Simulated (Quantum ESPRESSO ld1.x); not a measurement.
The numbers below are computed, except where a source is named.
Problem. Species: the rubidium ion Rb3+. Configuration: [Ar] 3d10 4s2 4p4. Level of theory: scalar-relativistic Kohn-Sham, LDA (Slater exchange, VWN5 correlation), spin-polarised, spherical densities, point nucleus; open shells are filled with parallel spins first (ld1.x of Quantum ESPRESSO 7.5). Some entries of the table are withheld. Estimate them.

orbital,occ.,eigenvalue (eV),<1/r> (bohr^-1),<r^2> (bohr^2)
1s up,1,-15046.673,37.83,0.002192
1s down,1,-15046.440,37.83,0.002192
2s up,1,-2041.543,8.421,0.03739
2s down,1,-2041.387,8.421,0.03739
2p up,3,-1815.607,8.236,0.02947
2p down,3,-1815.390,8.236,0.02947
3s up,1,-332.721,2.805,0.3005
3s down,1,-332.423,2.806,0.3002
3p up,3,-260.245,2.654,0.3152
3p down,3,-259.910,2.655,0.3146
3d up,5,-139.912,(1),0.3372
3d down,5,-139.522,(2),0.3351
4s up,1,-65.108,0.9668,2.180
4s down,1,-63.113,0.9674,2.189
4p up,3,-47.787,0.8457,(3)
4p down,1,-45.845,0.8415,(4)

Solution. 
(1) 3d up <1/r> (bohr^-1): 2.393
(2) 3d down <1/r> (bohr^-1): 2.396
(3) 4p up <r^2> (bohr^2): 2.792
(4) 4p down <r^2> (bohr^2): 2.837
